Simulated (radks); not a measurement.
Spherical quantum dot in the effective-mass picture: electrons in a parabolic well V = omega^2 r^2 / 2 with omega = 2.8, with a point charge +1 (a donor) at the centre, all in effective atomic units (hartree* = m*/eps^2 hartree, bohr* = eps/m* bohr), one dielectric constant everywhere. Calculated with a radial shooting solver with Libxc functionals: non-relativistic Kohn-Sham, exchange-only LDA, spin-polarised, spherical densities. Levels are named by radial order and angular momentum (1s, 1p, 1d, 2s, ...), and open shells are averaged over m.

N = 27, configuration 1s2 1p6 1d10 2s2 1f(up 7, down 0). This is the lowest configuration that the search found. Occupied and some empty levels:

level    occupation  eigenvalue (hartree*)  <r> (bohr*)
1s up             1                 23.732       0.8095
1s down           1                 23.799       0.7945
1p up             3                 25.624        1.139
1p down           3                 25.758        1.127
2s up             1                 27.153        1.177
2s down           1                 27.286        1.181
1d up             5                 27.375        1.338
1d down           5                 27.545        1.332
1f up             7                 29.206        1.489
1f down           0                 29.391        1.487
2p up             0                 29.425        1.333
2p down           0                 29.551        1.337
1g up             0                 31.136        1.615
1g down           0                 31.325        1.616
2d up             0                 31.553        1.480
2d down           0                 31.682        1.482

Energy (hartree*): total 487.061, kinetic 86.432, external 165.94, Hartree 254.81, exchange-correlation -20.123.

Electron density:

r (bohr*)  n(r) (e/bohr*^3)
0.189                 3.041
0.392                 1.959
0.594                 1.483
0.797                 1.441
0.999                 1.505
1.20                  1.399
1.41                  1.059
1.61                 0.6309
1.81                 0.2880
2.01                 0.1003
2.21                0.02623
2.42               0.005187
2.62              0.0007818
